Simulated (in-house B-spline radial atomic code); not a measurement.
**Tl⁷⁺: [Xe] 4f14 5d6**

Level of theory: Dirac-Kohn-Sham LDA VWN5, spherical fractional occupations, Fermi nucleus of rms radius 5.4759 fm; calculated with a radial B-spline atomic code at the basis-set limit.

Screening seen three ways: the hydrogenic charge with the same mean radius, Z_r = [3n² - l(l+1)]/(2<r>), the one with the same energy, Z_e = n√(-2ε), and Slater's rules. Values are occupation-weighted means over j. An effective charge above Z reflects the relativistic contraction of the inner shells.

```tsv
shell	electrons	ε (eV)	<r> (bohr)	Z_r	Z_e	Slater
1s	2	-85471	0.01633	91.83	79.26	80.70
2s	2	-15295	0.06812	88.08	67.06	76.85
2p	6	-13321	0.06177	80.95	62.58	76.85
3s	2	-3730	0.1772	76.21	49.67	69.75
3p	6	-3152.3	0.1782	70.15	45.66	69.75
3d	10	-2487.9	0.1625	64.63	40.57	59.85
4s	2	-912.7	0.3917	61.27	32.76	53.25
4p	6	-720.72	0.4161	55.27	29.11	53.25
4d	10	-478.29	0.4399	47.74	23.72	41.85
5s	2	-232.34	0.8648	43.36	20.66	23.35
4f	14	-218.18	0.4661	38.62	16.02	30.45
5p	6	-177.4	0.9728	37.52	18.05	23.35
5d	6	-110.05	1.199	28.77	14.22	11.25
```

The least bound orbital is 5d5/2 at -108.9 eV, and it is also the most diffuse (<r> = 1.211 bohr).

Spin-orbit splittings of the orbital energies (j = l + 1/2 above j = l - 1/2 when positive): 2p 2063 eV, 3p 458.6 eV, 3d 98.06 eV, 4p 111.8 eV, 4d 20.89 eV, 4f 4.631 eV, 5p 21.75 eV, 5d 2.986 eV.

For the 1s electron the small component carries 9.5 % of the norm, the zero-frequency Breit interaction raises the level by 329.2 eV, self-energy by 212.5 eV, and vacuum polarisation lowers it by 44.66 eV.
